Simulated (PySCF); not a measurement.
**Zn (zinc, neutral) across methods**

[Ar] 3d10 4s2, closed-shell 1S. Calculation: PySCF 2.14, in aug-cc-pVDZ-DK (7s6p4d2f, 59 functions); scalar relativity by spin-free X2C-1e. The B2PLYP total includes its PT2 part (frozen core); its orbital energies are those of the SCF part.

```tsv
method	E (hartree)	mean ε 3p (eV)	mean ε 3d (eV)	mean ε 4s (eV)	Σ⟨r²⟩ (bohr²)	⟨S²⟩
PBE0	-1795.666	-88.992	-12.864	-6.715	33.04	0.000
PBE	-1795.674	-83.283	-10.098	-6.001	33.00	0.000
B2PLYP	-1795.618	-95.026	-15.721	-7.312	33.45	0.000
TPSSh	-1795.897	-86.203	-11.163	-6.265	32.92	0.000
r2SCAN	-1795.890	-85.973	-10.437	-6.228	32.73	0.000
UHF	-1794.26649	-105.47	-20.714	-8.125	34.40	0.000
BHandHLYP	-1795.865	-94.569	-15.615	-7.410	33.24	0.000
LDA	-1792.922	-83.087	-10.357	-6.240	32.68	0.000
```

Estimate the same row for HSE06.

E (hartree) = -1795.676; mean ε 3p (eV) = -88.600; mean ε 3d (eV) = -12.434; mean ε 4s (eV) = -6.401; Σ⟨r²⟩ (bohr²) = 32.91; ⟨S²⟩ = 0.000.
